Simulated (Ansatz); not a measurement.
`B[Si](O)(F)Cl` + `C[NH][GeH3]` → `B[SiH](O)F` + `C[NH][GeH2][Cl]` at 700 K and 1 bar (redistribution).

Calculated with Ansatz (gas phase, PBE0-D4/def2-TZVP geometries, no zero-point term in ΔE). CBS: MP2 limit from def2 TZ/QZ plus the TZ coupled-cluster correction, frozen cores. For Ge outer-core shells are correlated without core-valence functions, which leaves a few kJ/mol of doubt a bond. Scalar relativity is left out up to krypton. One conformer a species, not always the lowest.

| species | CCSD(T)/CBS energy (Eh) | H − E (kJ/mol) | S (J/(mol·K)) |
| --- | --- | --- | --- |
| `B[Si](O)(F)Cl` | -950.56525 | 177.9 | 459.7 |
| `C[NH][GeH3]` | -2173.06430 | 268.1 | 408.1 |
| `B[SiH](O)F` | -491.32150 | 187.3 | 418.6 |
| `C[NH][GeH2][Cl]` | -2632.29815 | 260.4 | 449.7 |

H − E and S are ideal-gas, rigid-rotor, harmonic terms from PBE0-D4/def2-TZVP, for one conformer and one mirror image of each species. 1 Eh = 2625.50 kJ/mol, R = 8.31446 J/(mol·K).

**Question.** By hand: ΔE, ΔH, ΔS and ΔG.

**Answer.** ΔE = (-491.32150) + (-2632.29815) − (-950.56525) − (-2173.06430) = 0.00990 Eh = 26.0 kJ/mol. Δ(H − E) = 187.3 + 260.4 − 177.9 − 268.1 = 1.7, so ΔH = 27.7 kJ/mol. ΔS = 418.6 + 449.7 − 459.7 − 408.1 = 0.5 J/(mol·K). ΔG = 27.7 − 700 × (0.5)/1000 = 27.3 kJ/mol.

**Question.** By hand: the equilibrium constant, and the temperature at which ΔG would vanish if ΔH and ΔS stayed fixed.

**Answer.** log₁₀ K = −ΔG/(RT ln 10) = -2.0. ΔG = 0 at ΔH/ΔS = 55400 K, far beyond where these terms or the molecules hold.

The number of gas molecules stays the same, so ΔS is small and ΔH decides. A doubt of 5 kJ/mol in ΔE shifts log₁₀ K by 0.4 here. Other conformers and mirror images would add mixing entropy, several J/(mol·K) or more a flexible species. These are equilibria of isolated gas molecules and say nothing of rates. Largest T1 diagnostic: 0.012 (customary marks: 0.02 for closed shells, 0.045 for open ones).
